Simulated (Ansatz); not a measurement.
One geometry of the cluster Ag₂Cl₂⁺, several levels of theory.

```yaml
crystal:
  periodic: [false, false, false]
  atoms:
    - {symbol: Ag, position_ang: [-0.142660, 0.130068, -1.586471]}
    - {symbol: Ag, position_ang: [0.141305, -0.129637, 1.586592]}
    - {symbol: Cl, position_ang: [0.410046, 1.796601, 0.110502]}
    - {symbol: Cl, position_ang: [-0.408680, -1.797042, -0.110613]}
basis:
  gaussian: {orbitals: def2-TZVP, initial_orbitals: start.molden}
total_charge: 1
magnetization: {spin_polarized: true, initial_magnetization: 1}
hamiltonian: {xc: r2scan, dispersion: d4}
scf: {omitted_lower_state_checks: [starts]}
output: {orbitals: {seedname: orbitals}}
```

The file start.molden holds the orbitals of an earlier run on this structure, at another level or in another basis.

```sh
$ ansatz run in.yaml --threads 4 --pin off --events-out ev --progress --plain --max-ram 3916MiB
```

Shortened log:

```
Functional definition: r2SCAN
1218 factors; their error is unknown
mean field evaluation 1: about -33041.1615 eV, gradient 6.5e0 eV
mean field evaluation 2: about -33041.2221 eV, gradient 1.5e-1 eV
mean field evaluation 4: about -33041.2249 eV, gradient 1.2e-3 eV
mean field -33041.22485314 eV, -1214.2426172062 hartree, gradient 1.8e-5 eV, S^2 0.754905; 0 other end points of the search recorded, 0 dependent functions left out
reference -33041.22486931 eV, -1214.2426178007 hartree; 36, 35 occupied and 118, 119 virtual orbitals, 1218 factors
Total energy: -33041.26147243 eV, -1214.2439629405 hartree
Checks for a lower state left out: starts
```

It took 12 s on 4 threads of Arm Neoverse N1 on a shared host.

First input, but with `hamiltonian: {xc: pbe0, dispersion: d4}` (abridged; 7.5 s):

```
Functional definition: PBE0
mean field -33031.38319690 eV, -1213.8809430104 hartree, gradient 4.3e-5 eV, S^2 0.758244
Total energy: -33031.54289850 eV, -1213.8868119358 hartree
Checks for a lower state left out: starts
```

First input, but with `correlation: {method: mp2}` and without the key `hamiltonian` (abridged; 6.5 s):

```
Functional definition: HF
mean field evaluation 16: about -32954.7124 eV, gradient 2.2e-6 eV
mean field -32954.71239735 eV, -1211.0633430963 hartree, gradient 2.2e-6 eV, S^2 0.797980
10 core orbitals not correlated: weight in the atoms' cores, before any rotation towards them, 1.000 or more for the frozen orbitals, at most 0.000 for the correlated occupied ones
second order -35.54763202 eV of doubles, -0.00000000 eV of singles
Total energy: -32990.26002937 eV, -1212.3696944780 hartree
Checks for a lower state left out: starts
```

First input, but with `hamiltonian: {xc: {name: CAM-B3LYP}, dispersion: d4}` (abridged; 9 s):

```
Functional definition: CAM-B3LYP
mean field -33038.63697412 eV, -1214.1475144064 hartree, gradient 2.3e-5 eV, S^2 0.761091
Total energy: -33038.80593055 eV, -1214.1537234407 hartree
Checks for a lower state left out: starts
```

The first input with `hamiltonian: {xc: {name: r2SCAN0}, dispersion: d4}` (abridged; 14 s):

```
Functional definition: r2SCAN0
mean field -33038.66661375 eV, -1214.1486036428 hartree, gradient 1.5e-5 eV, S^2 0.761326
Total energy: -33038.71413205 eV, -1214.1503499081 hartree
Checks for a lower state left out: starts
```

First input, but with `hamiltonian: {xc: pbe}`, `correlation: {method: rpa}` and without the key `output` (abridged; 9 s):

```
Functional definition: PBE
mean field -33030.55363955 eV, -1213.8504573400 hartree, gradient 3.0e-6 eV, S^2 0.752355
10 core orbitals not correlated: weight in the atoms' cores, before any rotation towards them, 1.000 or more for the frozen orbitals, at most 0.000 for the correlated occupied ones
Total energy: -33002.89060455 eV, -1212.8338595546 hartree
Checks for a lower state left out: starts
```

First input, but with `gaussian: {orbitals: STO-3G}`, `hamiltonian: {xc: hf}` (abridged; 6 s):

```
Functional definition: HF
mean field evaluation 16: about -304828.6267 eV, gradient 1.7e-2 eV
mean field evaluation 32: about -304831.4707 eV, gradient 7.5e-3 eV
mean field -304831.47072440 eV, -11202.3499269296 hartree, gradient 5.8e-6 eV, S^2 1.756874
Total energy: -304831.47072440 eV, -11202.3499269296 hartree
Checks for a lower state left out: starts
```

Geometry: r2SCAN-D4/def2-SVP.

In the def2 sets Ag takes a core potential, while STO-3G treats all electrons; there is no spin–orbit coupling. Correlated methods freeze 10 core orbitals; core or outer-core shells of Ag are correlated, in sets that lack core-valence functions. At HF/STO-3G the charge 1 doublet is spin-contaminated (final ⟨S²⟩ up to 1.76, 0.75 for a pure state). The structure comes from a short search, and lower isomers may exist.
